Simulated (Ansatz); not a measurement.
Mulliken charges of C2H4BFOSe, SMILES `BCOC(F)=[Se]` from r2SCAN/def2-TZVPP in Ansatz (PBE0-D4/def2-TZVP geometry).

| atom | x (Å) | y (Å) | z (Å) | charge (e) |
| --- | --- | --- | --- | --- |
| B1 | 0.580 | -1.711 | -0.495 | -0.015 |
| C2 | 0.284 | -0.385 | 0.243 | 0.035 |
| O3 | -0.463 | 0.544 | -0.558 | -0.180 |
| C4 | -0.782 | 1.694 | -0.045 | 0.263 |
| F5 | -1.454 | 2.366 | -0.954 | -0.130 |
| Se6 | -0.444 | 2.363 | 1.561 | -0.230 |
| H7 | 1.201 | -2.534 | 0.107 | 0.026 |
| H8 | 0.211 | -1.917 | -1.609 | 0.033 |
| H9 | -0.264 | -0.571 | 1.178 | 0.099 |
| H10 | 1.214 | 0.099 | 0.574 | 0.099 |

Task: By hand: the dipole of these point charges (1 e Å = 4.8032 D).

Result: Σ q r = (0.302, -0.667, -0.007) e Å, of length 0.732 e Å = 3.52 D.

Task: How does the dipole of the full density compare? (Estimate.)

Result: Computed: (0.221, -0.544, -0.071) e Å, 2.84 D; the point charges give 1.24 times that, at 7° from its direction.

Point charges leave out the atoms' own dipoles, such as those of lone pairs, and Mulliken's split depends on the basis, so the two needn't agree.
